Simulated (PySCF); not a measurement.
BFH₆O₂Si₂, SMILES [SiH2](B(O)O)[SiH2]F.

Coordinates come from a r2SCAN-D4/def2-SVP optimisation. This is a generated structure with no PubChem entry under its InChIKey; it may be hypothetical. Other conformers were not sampled.

Calculation: PySCF with PBE/def2-TZVP.

The molecule is in vacuum.

| Quantity | Result |
|---|---|
| total energy | -857.43135 hartree |
| highest occupied level | -6.77 eV |
| lowest empty level | -1.93 eV |
| orbital gap | 4.84 eV |
| dipole moment | 0.57 D |
| quadrupole, principal values (traceless, Buckingham form, about the centre of nuclear charge) | -19.38, 4.12, 15.26 D·Å |
| mean static polarisability | 81.5 bohr³ (12.07 Å³) |
| polarisability, principal values | 75.0, 76.4, 93.1 bohr³ |
